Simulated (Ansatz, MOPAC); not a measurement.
Potential energy curve for GeAl (cation, charge +1), lowest singlet found (which spin is the ground state isn't settled by this scan).

Levels of theory: PM6, restricted, heats of formation (MOPAC); FCI = Ansatz (a quantum-chemistry and plane-wave program) with full CI/aug-cc-pVDZ, cores with 3d frozen.

Energies relative to the lowest point of each curve between 3.06 and 3.85 Å, where full CI is lowest, in kJ/mol; the last columns give the difference from FCI:

| R / Å | PM6 | FCI | PM6 − FCI |
|---|---|---|---|
| 3.06 | 71.3 | 0.1 | 71.2 |
| 3.26 | 90.5 | 0.0 | 90.5 |
| 3.55 | 0.0 | 9.2 | -9.2 |
| 3.85 | 33.4 | 24.1 | 9.3 |
| 4.28 | 60.5 | 47.4 | 13.1 |
| 4.74 | 100.1 | 69.6 | 30.5 |
| 5.31 | 98.1 | 90.1 | 8.0 |
| 6.03 | 96.7 | 105.3 | -8.6 |
| 7.00 | 95.5 | 114.2 | -18.6 |
| 8.24 | 94.7 | 118.4 | -23.7 |

PM6 is furthest from FCI at 3.26 (90.5 kJ/mol, above); its mean absolute difference over the points is 28.3 kJ/mol.

The scan ran from 1.75 to 8.24 Å; beyond the distances shown full CI changes its symmetry label. The restricted form behind PM6 keeps the bonding electrons paired and can't separate into open-shell fragments.
